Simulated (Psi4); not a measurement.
H8Ge3, charge -1, doublet, at a GFN2-xTB geometry (a state made from the parent by changing its charge; the spin is typed, not shown lowest) (a gas-phase anion, which may not be bound at this level). Base run: BLYP/6-31G (Psi4).

Here is a job for Psi4.
```
memory 2 GB

molecule {
-1 2
Ge    2.32137685    0.68821490   -0.17150127
Ge    0.12444571   -0.56525556    0.18453663
Ge   -2.43883140   -0.18974445    0.00512057
H     3.91269323    0.88255014   -0.10489752
H     2.19529399    1.20419717   -1.63786851
H     2.00076815    2.07034924    0.47139910
H     0.30638396   -1.08580251    1.70164838
H     0.43371014   -2.07106244   -0.33942239
H    -2.53135236    0.35212779   -1.45867386
H    -2.50480460    1.22742464    0.65743199
H    -4.03640936   -0.44266099    0.12939353
}

set {
  basis 6-31g
  reference uks
}

energy('blyp')
print_variables()
```

Variants of this job, named by their change:

```csv
change,basis functions,E (Eh),core-seconds (rough)
base,103,-6234.84647,20
basis = 3-21G,85,-6205.71890,20
basis = def2-SV(P),112,-6235.13639,30
basis = 6-31G*,___,___,20
basis = def2-SVP,136,-6235.14696,30
basis = 6-31G**,145,-6235.10642,20
basis = def2-SVPD,178,-6235.15965,50
basis = 6-311G**,___,___,50
basis = def2-TZVP,___,___,60
basis = def2-TZVPD,234,-6235.95443,200
basis = cc-pVTZ,241,-6236.06712,200
basis = pcseg-2,241,-6236.11096,80
basis = def2-TZVPP,___,___,90
```

Question: What belongs in the gaps?

Answer: 
- basis = 6-31G*, basis functions: 121
- basis = 6-31G*, E (Eh): -6235.09732
- basis = 6-311G**, basis functions: 180
- basis = 6-311G**, E (Eh): -6235.84563
- basis = def2-TZVP, basis functions: 192
- basis = def2-TZVP, E (Eh): -6235.95118
- basis = def2-TZVPP, basis functions: 256
- basis = def2-TZVPP, E (Eh): -6235.95349

Totals compare only among sets that treat the same electrons; sets with core potentials leave the core out.

Open shells are given as the SCF converged; they aren't shown to be the lowest states, and a large step between rows can be another state.

A gas-phase anion may not be bound at this level; its values then depend on the basis.
